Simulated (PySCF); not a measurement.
**SbS⁻: from constants to spectrum**

PBE0 constants of SbS⁻, ³Σ⁻ (triplet), unpaired electrons π ↑↑ (basis Sb def2-SVPD with ECP28, S def2-SVPD; scalar-relativistic core potentials; PySCF 2.14; masses 120.9038 and 31.9721 u):

```
ωe              : 412.8 cm⁻¹
ωexe            : 1.16 cm⁻¹
Be              : 0.12166 cm⁻¹
αe              : 0.000470 cm⁻¹
D (centrifugal) : 4.23e-08 cm⁻¹
De to Sb + S⁻   : 3.16 eV
```

Q: Give the vibrational terms G(v) and spacings up to v = 6.

A: G(v) = ωe(v+½) − ωexe(v+½)².

| v | G(v) (cm⁻¹) | G(v) − G(v−1) | Bv (cm⁻¹) |
| --- | --- | --- | --- |
| 0 | 206.1 |  | 0.1214 |
| 1 | 616.6 | 410.5 | 0.1210 |
| 2 | 1024.8 | 408.2 | 0.1205 |
| 3 | 1430.6 | 405.8 | 0.1200 |
| 4 | 1834.1 | 403.5 | 0.1195 |
| 5 | 2235.3 | 401.2 | 0.1191 |
| 6 | 2634.2 | 398.9 | 0.1186 |

Q: How well does the Morse estimate ωe²/(4ωexe) reproduce De, and what is D0?

A: It gives 4.55 eV, 144 % of the computed De. D0 = De − G(0) = 3.16 − 0.03 = 3.13 eV.

Spin–orbit coupling is left out, which matters for elements this heavy, above all for dissociation energies. For an ion De counts to the pair picked by the measured ionisation energies or electron affinities, which need not be the lowest pair at this level. The state is the lowest determinant that a PBE0 search found; another state may lie lower at other levels.
